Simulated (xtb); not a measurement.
F3Si (SMILES F[Si](F)F), doublet, at a GFN2-xTB geometry. Base run: GFN2-xTB (xtb).

The xtb input:
```
$ xtb mol.xyz --gfn 2 --uhf 1 --json

# file mol.xyz
4

Si     0.25525364     0.24331611     0.24315598
F     -0.69074141    -0.73372896     1.06805322
F     -0.73927609     1.06837931    -0.68429241
F      1.03295628    -0.71314208    -0.76200346
```

Each row names what was changed in the base input (with any setting that the change needs).

```tsv
change	ΔE vs base (kJ/mol)	dipole (D)	G_solv (kcal/mol)	SCF cycles
base	0.00	1.76	-	10
gbsa = toluene	2.38	1.78	0.56	10
acc = 0.1	0.00	1.76	-	11
acc = 1000	0.05	1.75	-	5
alpb = thf	7.93	1.78	1.89	10
acc = 0.0001	0.00	1.76	-	14
alpb = hexane	5.95	1.80	1.38	10
```

ALPB and GBSA are two models with their own fitted parameters for each solvent, which aren't always the measured dielectric constant.
